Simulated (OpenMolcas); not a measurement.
**Pb⁺: thermal populations, worked from levels**

| Quantity | Value |
| --- | --- |
| Program | OpenMolcas |
| Basis | ANO-R2 [8s7p5d3f1g] |
| Scalar Hamiltonian | X2C, finite nucleus |
| Active space | 3 electrons in 9 orbitals (RAS2 6s 6p; RAS3 6d, at most 2 electrons) |
| State averaging | 2S+1 = 4 odd, 2 roots (0 in the spin-orbit step); 2S+1 = 2 odd, 3 roots; 2S+1 = 4 even, 3 roots; 2S+1 = 2 even, 6 roots |
| Spin-orbit coupling | state interaction with AMFI integrals over the reference wave functions, term energies averaged over their components |

Methods: RASSCF; SS-RASPT2, IPEA 0.25 Eh, imaginary shift 0.1 Eh (closed shells correlated: 5d). Measured levels: NIST Handbook of Basic Atomic Spectroscopic Data.

**Thermal populations.** Z = Σ (2J + 1) exp(-E/kT) with k = 0.695035 cm-1/K, over the levels below. No other level of either list lies under 57900 cm-1, which is above 7 kT at each temperature.

```csv
Level,2J + 1,SS-RASPT2,measured
6s2 6p 2P* 1/2,2,0.0,0.0
6s2 6p 2P* 3/2,4,12480,14081
```

```json
{"T (K)": "8000", "Z, SS-RASPT2": "2.424", "Z, measured levels": "2.318", "Ground level (%), SS-RASPT2": "82.5", "Ground level (%), measured levels": "86.3"}
```

At 8000 K, kT = 5560 cm-1, and the computed levels give Z = 2.000 + 0.424 = 2.424.

Some high roots are left out of the spin-orbit mixing, which shifts the levels that they would mix with. Active for correlation alone: 6d; no level in the range computed is led by a configuration that fills it, so any true level of that kind is missing. Spin-orbit splittings of 6p shells tend to come out small when the coupling is added on scalar orbitals. Computed and measured levels are paired by configuration, term and J; levels that our copy of the source lacks, or whose pairing is in doubt (as where it misses far off the trend of its configuration), stay unpaired and out of the deviations. Levels of configurations outside the active space are missing.

* marks odd parity.
